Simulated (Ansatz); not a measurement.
Cost against result

Saddle point of Si$_{3}$H$_{7}$F, singlet (Si₃H₇F ([F][SiH]([SiH3])[SiH3]) → Si₂H₄ ([SiH][SiH3]) + SiH₃F ([F][SiH3]); bonds formed: Si1–F3; bonds broken: Si1–Si2, Si2–F3), PBE0-D4/def2-TZVP structure:

```
atom    x (Å)    y (Å)    z (Å)
 Si1  -1.3466  -1.6702   0.3556
 Si2  -0.3079   0.3520  -0.7660
  F3   0.3376  -1.3464  -0.1965
  H4   0.1374   0.2701  -2.2003
 Si5   1.3174   1.8044   0.1311
  H6  -1.7944  -0.9511   1.5691
  H7  -2.4009  -1.8854  -0.6627
  H8  -0.9069  -3.0246   0.7970
  H9   1.0141   3.1726  -0.3769
 H10   1.2436   1.8348   1.6172
 H11   2.7065   1.4438  -0.2676
```

Barriers are electronic and count from the start structure reached by relaxing down the imaginary mode.

Program: Ansatz 0.2.0. Basis: as named in each row. Cores are frozen in the correlated methods. B3LYP uses VWN-RPA correlation. Extrapolation: Hartree–Fock as exp(−7.88 √X), correlation as X^−2.97.

Times are rough, for one single point on 4 threads of a shared host (Intel Xeon).

The estimate by CCSD(T) at an estimated basis limit (MP2 extrapolated from triple and quadruple zeta, plus CCSD(T) − MP2 in triple zeta) is 53.05 kcal/mol.

| method | basis | time (s) | barrier (kcal/mol) | method less estimate |
| --- | --- | --- | --- | --- |
| HF | STO-3G | under 1 | 67.40 | 14.35 |
| PBE-D4 | STO-3G | under 1 | 43.27 | -9.78 |
| SPW92 | def2-SVP | under 1 | 43.27 | -9.77 |
| B3LYP-D4 | 6-31G | 1 | 44.50 | -8.55 |
| PBE-D4 | def2-SVP | 1 | 44.60 | -8.45 |
| PBE0-D4 | def2-SVP | 2 | 48.36 | -4.68 |
| SPW92 | def2-TZVPP | 3 | 46.88 | -6.17 |
| PBE-D4 | def2-TZVPP | 4 | 48.37 | -4.68 |
| BLYP-D4 | def2-TZVPP | 5 | 48.61 | -4.44 |
| BHLYP-D4 | def2-TZVPP | 5 | 55.86 | 2.81 |
| CCSD(T) | def2-SVP | 6 | 49.83 | -3.21 |
| B3LYP-D4 | def2-TZVPP | 6 | 51.76 | -1.28 |
| PBE0-D4 | def2-TZVPP | 6 | 52.29 | -0.75 |
| CAM-B3LYP-D4 | def2-TZVPP | 6 | 53.35 | 0.30 |
| wB97M-V | def2-SVP | 8 | 45.63 | -7.41 |
| r2SCAN-D4 | def2-TZVPP | 8 | 51.70 | -1.34 |
| r2SCAN0-D4 | def2-TZVPP | 8 | 53.98 | 0.93 |
| RPA on PBE | def2-TZVPP | 8 | 50.79 | -2.25 |
| B2PLYP | def2-TZVPP | 10 | 52.72 | -0.33 |
| PBE-QIDH | def2-TZVPP | 10 | 54.71 | 1.66 |
| wB97X-V | def2-TZVPP | 13 | 53.97 | 0.92 |
| wB97M-V | def2-TZVPP | 13 | 49.69 | -3.36 |
| B97M-V | def2-TZVPP | 14 | 51.58 | -1.47 |
| MP2 | def2-QZVPP | 36 | 53.55 | 0.51 |
| CCSD(T) | def2-TZVPP | 130 | 53.17 | 0.13 |

All methods are single points on the PBE0-D4 structures.

The T1 diagnostic stays at or below 0.015.

Losses and insertions of silylenes and their heavier kin drive the gas-phase chemistry of silicon and germanium vapour deposition.

Labels in which every atom is bracketed show which atoms are joined, not bond orders.
